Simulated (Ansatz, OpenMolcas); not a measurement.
**From Ansatz to OpenMolcas**

Ansatz 0.2.0 runs this on BNH3F3 (SMILES [NH3+][B-](F)(F)F):

molecule.yaml:
```yaml
crystal:
  periodic: [false, false, false]
  atoms:
    - {symbol: N, position_ang: [-0.898177, -0.249988, -0.035060]}
    - {symbol: B, position_ang: [0.135123, -0.158888, -1.348860]}
    - {symbol: F, position_ang: [1.124723, -1.057988, -1.058860]}
    - {symbol: F, position_ang: [-0.647777, -0.509688, -2.414660]}
    - {symbol: F, position_ang: [0.547223, 1.145712, -1.360160]}
    - {symbol: H, position_ang: [-1.676677, 0.389712, -0.158760]}
    - {symbol: H, position_ang: [-0.006300, 0.194600, 1.496700]}
    - {symbol: H, position_ang: [-1.260677, -1.193688, 0.058540]}
basis:
  gaussian: {orbitals: cc-pVDZ}
correlation: {method: mp2, frozen_orbitals: {B: 1, F: 1, H: 0, "N": 1}}
accuracy: high
```

```bash
$ ansatz run molecule.yaml --threads 1 --pin off --max-ram 3480MiB --events-out events.jsonl --progress --plain --runs-dir runs
```

The N1–H7 distance was set to 1.827 Å, away from the relaxed value.

It gives a total energy of -380.116851 Eh.

Write the same calculation for OpenMolcas 26.06 as an input file of the program's own.

This input was run:

input.xyz:
```
8

N     -0.898177    -0.249988    -0.035060
B      0.135123    -0.158888    -1.348860
F      1.124723    -1.057988    -1.058860
F     -0.647777    -0.509688    -2.414660
F      0.547223     1.145712    -1.360160
H     -1.676677     0.389712    -0.158760
H     -0.006300     0.194600     1.496700
H     -1.260677    -1.193688     0.058540
```

calc.inp:
```
* BF3H3N MP2
&GATEWAY
BasLib = $CurrDir
Coord = input.xyz
Basis = cc-pVDZ
Group = NoSym
&SEWARD
&SCF
Thresholds = 1e-10 1e-07 1e-07 1e-05
PrOrbitals = 1
&MBPT2
Frozen = 5
```

```bash
$ export MOLCAS_MEM=1860
$ pymolcas calc.inp > calc.log
```

(Basis files named in the input come from the Basis Set Exchange and aren't shown.)

Its energy is -380.116851 Eh, 0.000 mEh from the first.
